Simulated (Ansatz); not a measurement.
Mulliken charges of `CBBF` from r2SCAN/def2-TZVPP in Ansatz (PBE0-D4/def2-TZVP geometry).

```csv
atom,x (Å),y (Å),z (Å),charge (e)
C1,-0.158,1.262,-0.141,-0.215
B2,0.498,-0.143,-0.286,0.041
B3,-0.051,-1.541,0.475,0.282
F4,-0.984,-2.325,-0.060,-0.250
H5,-0.773,1.347,-1.055,0.067
H6,-0.836,1.398,0.702,0.061
H7,0.548,2.094,-0.193,0.074
H8,1.463,-0.229,-1.002,-0.004
H9,0.381,-1.908,1.543,-0.057
```

By hand: the dipole of these point charges (1 e Å = 4.8032 D).

Σ q r = (0.196, 0.310, 0.041) e Å, of length 0.369 e Å = 1.77 D.

How does the dipole of the full density compare? (An estimate is asked.)

The calculation gave: (0.046, 0.278, 0.006) e Å, 1.35 D; the point charges give 1.31 times that, at 23° from its direction.

Point charges leave out the atoms' own dipoles, such as those of lone pairs, and Mulliken's split depends on the basis, so the two needn't agree.
